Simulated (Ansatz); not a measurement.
GaH3 (SMILES [GaH3]) moved off its minimum; all values from Ansatz (a first-principles code), cores frozen in correlated methods.
(charge 0, multiplicity 1)
```xyz
4

Ga    -0.02146    -0.10613     0.01345
H      0.58794    -0.38963     1.41588
H     -0.29646     1.52203    -0.28749
H     -0.31478    -1.14982    -1.12237
```

| level | largest force (eV/Å) | on atom | rms difference from CCSD(T)/aug-cc-pVTZ (eV/Å) | dipole (D) |
|---|---|---|---|---|
| HF/def2-TZVPP | 1.60 | Ga1 | 0.091 | 0.59 |
| PBE/def2-TZVPP | 1.41 | Ga1 | 0.083 | 0.48 |
| r2SCAN/def2-TZVPP | 1.44 | Ga1 | 0.185 | 0.50 |
| B3LYP/def2-TZVPP | 1.45 | Ga1 | 0.127 | 0.51 |
| wB97M-V/def2-TZVPP | 1.47 | Ga1 | 0.194 | 0.52 |
| MP2/aug-cc-pVTZ | 1.56 | Ga1 | 0.064 | 0.56 |
| CCSD(T)/aug-cc-pVTZ | 1.53 | Ga1 | 0.000 | 0.53 |

The differences count from one level among others, with limits of its own. Forces at CCSD(T)/aug-cc-pVTZ (eV/Å):

```
atom      Fx      Fy      Fz
----  ------  ------  ------
Ga1   -0.173   1.459  -0.423
H2     0.132  -0.303   0.363
H3     0.081  -0.965   0.093
H4    -0.040  -0.192  -0.034
```
